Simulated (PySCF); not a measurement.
Question: Write Cartesian coordinates for `CO[C@@H](C#N)C(F)(F)F` as optimised with GFN2-xTB.

Answer: 
```xyz
13
C4H4F3NO angstrom
C     -1.910    0.495   -0.047
O     -0.699    0.250    0.640
C      0.320   -0.268   -0.169
C      0.818    0.693   -1.150
N      1.169    1.465   -1.914
C      1.471   -0.677    0.768
F      1.072   -1.599    1.645
F      2.483   -1.215    0.073
F      1.962    0.348    1.456
H     -2.595    0.882    0.703
H     -2.313   -0.429   -0.474
H     -1.776    1.236   -0.841
H     -0.005   -1.180   -0.706
```

Any rigid rotation of these coordinates is as good. Atoms count from 1 in this order. The C–C distances run from 1.461 Å (C3–C4, drawn single) to 1.540 Å (C3–C6, drawn single), a spread of 0.079 Å. Of the pairs four or more bonds apart, C4···H12 is among the closest relative to their van der Waals radii: 2.67 Å, 92 % of the sum of Bondi's values.

Bonds between heavy atoms (Å): C1–O2 1.414, O2–C3 1.401, C3–C4 1.461, C4≡N5 1.141, C3–C6 1.540, C6–F7 1.333, C6–F8 1.340, C6–F9 1.329.

Computed geometry: GFN2-xTB, gas phase.

Point group: C1 (no symmetry element, even within 0.4 Å). No GFN2-xTB frequencies stand behind this structure, so it isn't proved a minimum. The numbers are those of one conformer (C1–O2–C3–C4 68°).
